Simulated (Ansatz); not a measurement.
Cartesian coordinates in Å:
```
F -1.425 -1.211 0.122
Nb 0.022 -0.071 -0.025
F 1.420 -0.649 1.036
F 0.558 0.080 -1.787
S -0.576 1.852 0.654
```

Total charge 0; spin multiplicity 1. Nb takes the def2 core potential.

Q: List the CAM-B3LYP/def2-TZVPP orbital energies in eV (the Gaussian-basis code of Ansatz). (An estimate is asked.)

A: Computed: Occupied: -2419.92, -674.49, -674.49, -674.49, -217.99, -162.48, -162.48, -162.47, -69.81, -44.54, -44.54, -44.03, -34.68, -34.21, -34.21, -20.79, -15.97, -15.97, -15.62, -15.34, -15.34, -14.77, -14.43, -14.43, -14.35, -10.83, -9.82, -9.82. Lowest empty: -1.62, -1.62, -0.63, -0.17, -0.17, 0.09, 1.39, 1.39.
